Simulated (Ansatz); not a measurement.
Input for Ansatz (a program for electronic structure): R-CCSD(T)/def2-TZVPP on CCl+, 2S+1 = 1, a spin state set in the input, which need not be the lowest, a point of a bond scan (R = 1.535 Å). Charge +1.

Ansatz 0.2 input:
```yaml
crystal:
  periodic: [false, false, false]
  atoms:
    - {symbol: C, position_ang: [0.00000000, 0.00000000, 0.00000000]}
    - {symbol: Cl, position_ang: [0.00000000, 0.00000000, 1.53496000]}
basis:
  gaussian:
    orbitals: def2-TZVPP
total_charge: 1
magnetization: {spin_polarized: false}
correlation: {method: ccsd_t, electrons: valence}
output: {orbitals: {seedname: ./end}}
```

**Question.** Give the final energy of this run.

**Answer.** -497.2737 hartree (reference determinant -496.9307, T1 diagnostic 0.026).
